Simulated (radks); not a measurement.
All-electron atom: Sn+ in [Kr] 4d10 5s2 5p1. Method: Dirac Kohn-Sham, RPBE, spin-unpolarised, spherical densities, point nucleus; open shells fill j = l - 1/2 first; computed with a radial shooting solver on a logarithmic mesh with Libxc functionals.

X-ray form factor f0, the Fourier transform of the density (f0(0) = 49):

sin(theta)/lambda (1/angstrom)  f0 (electrons)
0.05                                    48.200
0.1                                     46.105
0.15                                    43.333
0.2                                     40.383
0.25                                    37.505
0.3                                     34.794
0.4                                     29.995
0.5                                     26.104
0.6                                     23.101
0.8                                     19.078
1                                       16.370
1.25                                    13.493
1.5                                     10.930
2                                        7.377
